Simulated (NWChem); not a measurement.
Everything below was run with NWChem. System: H₄AlF₂N, charge 0, spin multiplicity 1, at a geometry optimised with B3LYP/def2-SVP. The structure started from a generated list of species. Level: MP2/def2-TZVP, 8 core orbitals frozen.

Output (cleaned and shortened):

```
             Northwest Computational Chemistry Package (NWChem) 7.3.0
             --------------------------------------------------------

                                NWChem Input Module
                                -------------------

 Scaling coordinates for geometry "geometry" by  1.889725989
 (inverse scale =  0.529177249)

                             Geometry "geometry" -> ""
                             -------------------------

 Output coordinates in angstroms (scale by  1.889725989 to convert to a.u.)

  No.       Tag          Charge          X              Y              Z
 ---- ---------------- ---------- -------------- -------------- --------------
    1 Al                  13.0000     0.06051300    -0.37671500     0.38709700
    2 H                    1.0000     0.77134500    -1.72348500     0.80625400
    3 F                    9.0000     0.57406200     1.05269400     1.11430000
    4 F                    9.0000    -1.58070700    -0.42721500     0.01420100
    5 N                    7.0000     0.72058200     0.06745800    -1.49940200
    6 H                    1.0000     1.38512600    -0.59640800    -1.90397900
    7 H                    1.0000     1.16446500     0.99008000    -1.47509400
    8 H                    1.0000    -0.09187000     0.12559600    -2.12014200

 Effective nuclear repulsion energy (a.u.)     174.3325014522

            Nuclear Dipole moment (a.u.)
            ----------------------------
        X                 Y               Z
 ---------------- ---------------- ----------------
     0.0000075589     0.0000094486    -0.0000094486


 Summary of "ao basis" -> "" (spherical)
 ------------------------------------------------------------------------------
       Tag                 Description            Shells   Functions and Types
 ---------------- ------------------------------  ------  ---------------------
 *                         def2-tzvp                  on all atoms

 Summary of "ao basis" -> "ao basis" (spherical)
 ------------------------------------------------------------------------------
       Tag                 Description            Shells   Functions and Types
 ---------------- ------------------------------  ------  ---------------------
 Al                        def2-tzvp                13       37   5s5p2d1f
 H                         def2-tzvp                 4        6   3s1p
 F                         def2-tzvp                11       31   5s3p2d1f
[...]
    3 F    9     9.50   0.77  1.20  0.59  1.00  0.35  2.24  2.30  1.04  0.00  0.01  0.00
    4 F    9     9.50   0.77  1.20  0.59  1.00  0.35  2.24  2.30  1.04  0.00  0.01  0.00
    5 N    7     7.62   0.82  1.16  0.51  0.87  0.13  1.51  1.84  0.76  0.01  0.02  0.00
    6 H    1     0.71   0.25  0.38  0.03  0.04
    7 H    1     0.69   0.25  0.37  0.04  0.03
    8 H    1     0.69   0.25  0.37  0.04  0.03

       Multipole analysis of the density wrt the origin
       ------------------------------------------------

     L   x y z        total         open         nuclear
     -   - - -        -----         ----         -------
     0   0 0 0      0.000000      0.000000     42.000000

     1   1 0 0      1.072466      0.000000      0.000008
     1   0 1 0      0.046017      0.000000      0.000009
     1   0 0 1     -2.158600      0.000000     -0.000009

     2   2 0 0    -23.677696      0.000000    117.894670
     2   1 1 0     -0.593109      0.000000     37.661539
     2   1 0 1     -4.035868      0.000000    -18.718730
     2   0 2 0    -24.213149      0.000000     63.618404
     2   0 1 1     -1.442215      0.000000     21.133683
     2   0 0 2    -16.311446      0.000000    142.157996

                   NWChem MP2 Semi-direct Energy/Gradient Module
                   ---------------------------------------------

  Basis functions       =    154
  Molecular orbitals    =    154
  Frozen core           =      8
  Frozen virtuals       =      0
  Active alpha occupied =     13
  Active beta occupied  =     13
  Active alpha virtual  =    133
  Active beta virtual   =    133
  Use MO symmetry       = F
  Use skeleton AO sym   = F

  AO/Fock/Back tols     =   1.0D-09  1.0D-09  1.0D-09

 GA uses MA = F    GA memory limited = T

 Available:
  local mem=  1.15D+08
 global mem=  1.31D+08
 local disk=  0.00D+00
  mp2_memr nvloc                   133
  nvloc new                   133
   1 passes of  13:        5242880                     134796                  66551066.
   1 passes of  13: M    114679582           G      131024568           F     109436702.

 Semi-direct pass number   1 of   1  for RHF alpha+beta  at       25.7s
  vrange nnbf                 11314
  mp2_eaftype                   253  avail_ma_in_mb                   999
 EAF : mp2_eaftype filesize         253   33275533.
  mp2_eaf for mointskh                    253
Node 0 wrote    156.5 Mb in      0.1 s     Agg I/O rate:  2368.5 Mb/s
 Done moints_semi at       40.3s
  mp2_eaftype                   253  avail_ma_in_mb                   746
 EAF : mp2_eaftype filesize         253   33275533.
  mp2_eaf for kh                   253
 Done maket at       40.9s
 Done multipass loop at       40.9s

          -------------------------------------------
          SCF energy                -497.900155020379
          Correlation energy          -0.808003455297
          Singlet pairs               -0.508154848642
          Triplet pairs               -0.299848606655
          Total MP2 energy          -498.708158475677
          -------------------------------------------

          ---------------------------------------------------
                    Spin Component Scaled (SCS) MP2
          Same spin pairs                     -0.199899071103
          Same spin scaling factor             0.333333333333
          Opposite spin pairs                 -0.608104384194
          Opposite spin scaling fact.          1.200000000000
          SCS-MP2 correlation energy          -0.796358284734
          Total SCS-MP2 energy              -498.696513305113
          ---------------------------------------------------

 -----------------------
 Performance information
 -----------------------

 Timer overhead =  1.91D-07 seconds/call

               Nr. of calls         CPU time (s)                 Wall time (s)                GFlops
             ---------------    -------------------     ------------------------------   -------------------
Name         Min   Avg   Max    Min     Avg     Max     Min     Avg     Max   Mx/calls   Min     Max     Sum
mp2: moin     1     1     1    15.     15.     15.      15.     15.     15.     15.      0.0     0.0     0.0
mp2: make     1     1     1   0.64    0.64    0.64     0.64    0.64    0.64    0.64      0.0     0.0     0.0
mp2: tota     1     1     1    15.     15.     15.      15.     15.     15.     15.      0.0     0.0     0.0

 The average no. of pstat calls per process was 3.00D+00
 with a timing overhead of 5.73D-07s

 Task  times  cpu:       40.9s     wall:       40.9s

 Total times  cpu:       40.9s     wall:       40.9s
```

Task: Write an NWChem input that would produce this output.

Result: One answer among several that fit: 
```
start mol
memory heap 200 mb stack 800 mb global 1000 mb
geometry units angstroms nocenter noautoz noautosym
  Al     0.060513    -0.376715     0.387097
  H      0.771345    -1.723485     0.806254
  F      0.574062     1.052694     1.114300
  F     -1.580707    -0.427215     0.014201
  N      0.720582     0.067458    -1.499402
  H      1.385126    -0.596408    -1.903979
  H      1.164465     0.990080    -1.475094
  H     -0.091870     0.125596    -2.120142
end
basis spherical
  * library def2-tzvp
end
scf
  rhf
  nopen 0
  maxiter 100
  thresh 1e-7
  semidirect memsize 60000000 filesize 0
end
mp2
  freeze core 8
end
task mp2 energy
```
